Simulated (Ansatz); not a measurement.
Breaking a bond: AlN, triplet.

Level of theory: CCSDT(Q) on UHF/cc-pVTZ, frozen core run with Ansatz (a program for electronic structure).

Relative to R = 1.89 Å, what are the energies at R = 1.66, 1.74, 1.79, 2.09 Å?

28.5 mEh at 1.66 Å, 12.1 mEh at 1.74 Å, 5.8 mEh at 1.79 Å, 4.0 mEh at 2.09 Å.

The scan ran from 1.42 to 7.13 Å; beyond the distances shown one of the unrestricted levels run for this scan, shown here or not, changes its spin distribution in one step. The unrestricted determinant behind UCCSDT(Q) is spin-contaminated at 1.59 to 1.89, 2.37 Å (<S²> up to 2.2, against 2.00 for a pure triplet).
